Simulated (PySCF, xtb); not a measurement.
Sb(Cl)2(OMe) (CH3Cl2OSb), SMILES [Cl][Sb]([Cl])[O]C. Other conformers were not sampled.

Harmonic wavenumbers (cm⁻¹) from GFN2-xTB run with xtb 6.7.1 at its own minimum, in rising order: 78, 106, 121, 131, 180, 271, 297, 318, 415, 1042, 1129, 1129, 1405, 1469, 1477, 2950, 2955, 2990.

Task: What does PBE-D3(BJ)/def2-SVP (PySCF) give at its own minimum? (Estimate from the structure and the level; the computed values follow.)

Result: 77, 107, 111, 128, 192, 282, 339, 350, 529, 1049, 1123, 1132, 1399, 1405, 1426, 2932, 3014, 3047. Paired by order, the mean absolute difference is 28 cm⁻¹ and the zero-point energies are 26.4 and 26.7 kcal/mol.
